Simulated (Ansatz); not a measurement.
Geometry optimisation of the cluster Li9⁻.

```yaml
crystal:
  periodic: [false, false, false]
  atoms:
    - {symbol: Li, position_ang: [0.951190, -1.602530, -0.892080]}
    - {symbol: Li, position_ang: [0.672890, 2.388060, -0.666420]}
    - {symbol: Li, position_ang: [-1.584410, -1.782750, -1.028480]}
    - {symbol: Li, position_ang: [-2.481130, -0.434040, 1.010210]}
    - {symbol: Li, position_ang: [-0.772540, 1.478160, 1.227260]}
    - {symbol: Li, position_ang: [-0.755250, 0.523250, -1.403850]}
    - {symbol: Li, position_ang: [2.420450, 0.493840, -1.134760]}
    - {symbol: Li, position_ang: [1.579120, 0.419750, 1.405800]}
    - {symbol: Li, position_ang: [-0.030330, -1.483740, 1.482330]}
basis:
  gaussian: {orbitals: def2-TZVPD}
total_charge: -1
hamiltonian: {xc: r2scan}
scf: {lower_state_search: "off"}
output: {orbitals: {seedname: orbitals}}
relax: {f_tol: 0.02, max_steps: 100}
```

```sh
$ ansatz run in.yaml --threads 2 --pin off --events-out ev --progress --plain --max-ram 4352MiB
```

Shortened log:

```
Functional definition: r2SCAN
mean field -1839.34833395 eV, -67.5948045174 hartree, gradient 6.0e-6 eV, S^2 0.000000; 0 other end points of the search recorded, 0 dependent functions left out
relax step   1: F+E_penalty+E_count = -1839.34833395 eV  Δ(F+E_penalty+E_count) = +0.000e0 eV  max|allowed force component| = 8.082e-1 eV/Å  Δτ_max = 0.0000 Å  (24 SCF iters, accepted)
mean field -1839.85934983 eV, -67.6135840049 hartree, gradient 2.8e-6 eV, S^2 0.000000; 0 other end points of the search recorded, 0 dependent functions left out
relax step   2: F+E_penalty+E_count = -1839.85934983 eV  Δ(F+E_penalty+E_count) = -5.110e-1 eV  max|allowed force component| = 4.968e-1 eV/Å  Δτ_max = 0.1950 Å  (30 SCF iters, accepted)
mean field -1840.20770711 eV, -67.6263858985 hartree, gradient 2.1e-6 eV, S^2 0.000000; 0 other end points of the search recorded, 0 dependent functions left out
relax step   3: F+E_penalty+E_count = -1840.20770711 eV  Δ(F+E_penalty+E_count) = -3.484e-1 eV  max|allowed force component| = 2.818e-1 eV/Å  Δτ_max = 0.1949 Å  (31 SCF iters, accepted)
mean field -1840.44085035 eV, -67.6349537548 hartree, gradient 1.5e-6 eV, S^2 0.000000; 0 other end points of the search recorded, 0 dependent functions left out
relax step   4: F+E_penalty+E_count = -1840.44085035 eV  Δ(F+E_penalty+E_count) = -2.331e-1 eV  max|allowed force component| = 2.171e-1 eV/Å  Δτ_max = 0.1975 Å  (35 SCF iters, accepted)
mean field -1840.57202038 eV, -67.6397741645 hartree, gradient 7.0e-6 eV, S^2 0.000000; 0 other end points of the search recorded, 0 dependent functions left out
relax step   5: F+E_penalty+E_count = -1840.57202038 eV  Δ(F+E_penalty+E_count) = -1.312e-1 eV  max|allowed force component| = 1.732e-1 eV/Å  Δτ_max = 0.1934 Å  (32 SCF iters, accepted)
mean field -1840.65830860 eV, -67.6429451981 hartree, gradient 2.8e-6 eV, S^2 0.000000; 0 other end points of the search recorded, 0 dependent functions left out
relax step   6: F+E_penalty+E_count = -1840.65830860 eV  Δ(F+E_penalty+E_count) = -8.629e-2 eV  max|allowed force component| = 8.038e-2 eV/Å  Δτ_max = 0.1950 Å  (30 SCF iters, accepted)
mean field -1840.66846380 eV, -67.6433183949 hartree, gradient 2.2e-6 eV, S^2 0.000000; 0 other end points of the search recorded, 0 dependent functions left out
relax step   7: F+E_penalty+E_count = -1840.66846380 eV  Δ(F+E_penalty+E_count) = -1.016e-2 eV  max|allowed force component| = 2.014e-1 eV/Å  Δτ_max = 0.1348 Å  (28 SCF iters, accepted)
mean field -1840.67895188 eV, -67.6437038245 hartree, gradient 6.2e-6 eV, S^2 0.000000; 0 other end points of the search recorded, 0 dependent functions left out
relax step   8: F+E_penalty+E_count = -1840.67895188 eV  Δ(F+E_penalty+E_count) = -1.049e-2 eV  max|allowed force component| = 7.525e-2 eV/Å  Δτ_max = 0.1995 Å  (26 SCF iters, accepted)
mean field -1840.70092916 eV, -67.6445114748 hartree, gradient 4.8e-6 eV, S^2 0.000000; 0 other end points of the search recorded, 0 dependent functions left out
relax step   9: F+E_penalty+E_count = -1840.70092916 eV  Δ(F+E_penalty+E_count) = -2.198e-2 eV  max|allowed force component| = 4.557e-2 eV/Å  Δτ_max = 0.2000 Å  (25 SCF iters, accepted)
mean field -1840.72861075 eV, -67.6455287544 hartree, gradient 3.1e-6 eV, S^2 0.000000; 0 other end points of the search recorded, 0 dependent functions left out
relax step  10: F+E_penalty+E_count = -1840.72861075 eV  Δ(F+E_penalty+E_count) = -2.768e-2 eV  max|allowed force component| = 8.669e-2 eV/Å  Δτ_max = 0.1950 Å  (26 SCF iters, accepted)
mean field -1840.77709792 eV, -67.6473106251 hartree, gradient 4.1e-6 eV, S^2 0.000000; 0 other end points of the search recorded, 0 dependent functions left out
relax step  11: F+E_penalty+E_count = -1840.77709792 eV  Δ(F+E_penalty+E_count) = -4.849e-2 eV  max|allowed force component| = 1.186e-1 eV/Å  Δτ_max = 0.1925 Å  (24 SCF iters, accepted)
mean field -1840.83511980 eV, -67.6494428900 hartree, gradient 4.1e-6 eV, S^2 0.000000; 0 other end points of the search recorded, 0 dependent functions left out
relax step  12: F+E_penalty+E_count = -1840.83511980 eV  Δ(F+E_penalty+E_count) = -5.802e-2 eV  max|allowed force component| = 1.204e-1 eV/Å  Δτ_max = 0.1936 Å  (24 SCF iters, accepted)
mean field -1840.88288235 eV, -67.6511981313 hartree, gradient 5.1e-6 eV, S^2 0.000000; 0 other end points of the search recorded, 0 dependent functions left out
relax step  13: F+E_penalty+E_count = -1840.88288235 eV  Δ(F+E_penalty+E_count) = -4.776e-2 eV  max|allowed force component| = 6.715e-2 eV/Å  Δτ_max = 0.1939 Å  (24 SCF iters, accepted)
mean field -1840.90524945 eV, -67.6520201069 hartree, gradient 5.6e-6 eV, S^2 0.000000; 0 other end points of the search recorded, 0 dependent functions left out
relax step  14: F+E_penalty+E_count = -1840.90524945 eV  Δ(F+E_penalty+E_count) = -2.237e-2 eV  max|allowed force component| = 3.764e-2 eV/Å  Δτ_max = 0.1998 Å  (23 SCF iters, accepted)
mean field -1840.91025749 eV, -67.6522041491 hartree, gradient 4.5e-6 eV, S^2 0.000000; 0 other end points of the search recorded, 0 dependent functions left out
relax step  15: F+E_penalty+E_count = -1840.91025749 eV  Δ(F+E_penalty+E_count) = -5.008e-3 eV  max|allowed force component| = 3.285e-2 eV/Å  Δτ_max = 0.1949 Å  (23 SCF iters, accepted)
mean field -1840.91058496 eV, -67.6522161833 hartree, gradient 2.7e-6 eV, S^2 0.000000; 0 other end points of the search recorded, 0 dependent functions left out
relax step  16: F+E_penalty+E_count = -1840.91058496 eV  Δ(F+E_penalty+E_count) = -3.275e-4 eV  max|allowed force component| = 2.535e-2 eV/Å  Δτ_max = 0.0885 Å  (25 SCF iters, accepted)
mean field -1840.91228733 eV, -67.6522787444 hartree, gradient 2.5e-6 eV, S^2 0.000000; 0 other end points of the search recorded, 0 dependent functions left out
relax step  17: F+E_penalty+E_count = -1840.91228733 eV  Δ(F+E_penalty+E_count) = -1.702e-3 eV  max|allowed force component| = 1.466e-2 eV/Å  Δτ_max = 0.0497 Å  (26 SCF iters, accepted)
mean field -1840.91254302 eV, -67.6522881408 hartree, gradient 4.3e-6 eV, S^2 0.000000; 0 other end points of the search recorded, 0 dependent functions left out
relax step  18: F+E_penalty+E_count = -1840.91254302 eV  Δ(F+E_penalty+E_count) = -2.557e-4 eV  max|allowed force component| = 8.584e-3 eV/Å  Δτ_max = 0.0210 Å  (20 SCF iters, accepted)
Total energy: -1840.91255891 eV, -67.6522887247 hartree
Atom 0 at     1.057670    -0.911605    -1.219866 Å, force     0.005396     0.000663    -0.000857 eV/Å
Atom 1 at     0.963859     1.989200    -0.986840 Å, force     0.006960     0.000839     0.002560 eV/Å
Atom 2 at    -1.748604    -2.379267    -0.931385 Å, force    -0.001129     0.002646     0.003267 eV/Å
Atom 3 at    -3.362405    -0.583673     1.240417 Å, force     0.000707     0.000452    -0.001010 eV/Å
Atom 4 at    -0.865887     1.514032     1.576098 Å, force    -0.002235    -0.003518     0.001059 eV/Å
Atom 5 at    -1.575556     0.487009    -0.985403 Å, force    -0.005634    -0.004959     0.001386 eV/Å
Atom 6 at     3.865622     0.857196    -1.277371 Å, force     0.000854     0.000654    -0.000449 eV/Å
Atom 7 at     2.065827     0.319219     1.223854 Å, force     0.003664     0.004299    -0.005908 eV/Å
Atom 8 at    -0.400536    -1.292110     1.360507 Å, force    -0.008584    -0.001077    -0.000049 eV/Å
Dipole moment:    -0.096842    -0.090288    -0.019047 e Å
Checks for a lower state left out: stability, starts, cluster_reference, orbital_swaps, neighbouring_geometries, increment
```

It took 69 s on 2 threads of Arm Neoverse V2 on a shared host.

The restricted singlet is unstable towards broken spin symmetry in Hartree–Fock (as tested in another run); at r2SCAN/def2-TZVPD this wasn't settled. The structure comes from a short search, and lower isomers may exist.
